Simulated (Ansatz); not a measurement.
Two isomers of C2H9AlGe: A = `C[CH]([AlH2])[GeH3]`, B = `[CH3][GeH2][CH2][AlH2]`.

Program: Ansatz. Geometries: PBE0-D4/def2-TZVP. ΔE: electronic, gas phase. CBS: MP2 limit from def2 TZ/QZ plus the TZ coupled-cluster correction, frozen cores. Functionals use def2-TZVPP. B3LYP here is the variant with VWN-RPA as its local correlation; programs differ in this. For Ge outer-core shells are correlated without core-valence functions, which leaves a few kJ/mol of doubt a bond. Scalar relativity is left out up to krypton. Each species was taken in one conformer, which may not be the lowest.

A:

```xyz
13

C    -1.091    0.806   -0.808
C     0.048   -0.168   -0.488
Al   -0.500   -1.860    0.319
Ge    1.372    0.693    0.685
H    -1.793    0.387   -1.535
H    -0.727    1.753   -1.223
H    -1.673    1.050    0.085
H     0.624   -0.405   -1.393
H     0.508   -3.088    0.346
H    -1.944   -1.986    0.973
H     1.766    2.069    0.110
H     2.636   -0.174    0.839
H     0.774    0.922    2.091
```

B:

```xyz
13

C     2.0745    0.1927    0.2466
Ge    0.3713    0.2865   -0.6899
C    -1.1600    0.8265    0.3942
Al   -1.9118   -0.9754    0.2118
H     2.8309   -0.2915   -0.3711
H     2.4115    1.2000    0.4957
H     1.9532   -0.3755    1.1695
H    -0.0502   -1.2241   -1.0180
H     0.4635    0.9600   -2.0684
H    -0.8377    1.1217    1.3927
H    -1.7130    1.6376   -0.0777
H    -2.9263   -1.2831   -0.9693
H    -1.5058   -2.0755    1.2838
```

Question: Which isomer does CCSD(T)/CBS put lower? Give the gap. (Best estimate.)

Answer: The calculation gave: B, by 12.1 kcal/mol.

Question: Give E(B) − E(A) in kcal/mol with B3LYP-D4, CCSD/def2-TZVPP, B2PLYP, HF/def2-TZVPP, B3LYP, ωB97M-V, CCSD(T)/def2-TZVPP. (Best estimate.)

Answer: Computed: B3LYP-D4 -11.1, CCSD/def2-TZVPP -12.1, B2PLYP -11.9, HF/def2-TZVPP -9.8, B3LYP -11.4, ωB97M-V -12.5, CCSD(T)/def2-TZVPP -12.5. None reverses the order clearly.

Largest T1 diagnostic: 0.011.

In def2-TZVPP, CCSD(T) changes the Hartree–Fock value by −2.7 kcal/mol (the triples alone add −0.3 kcal/mol) and MP2 by −3.1 kcal/mol.
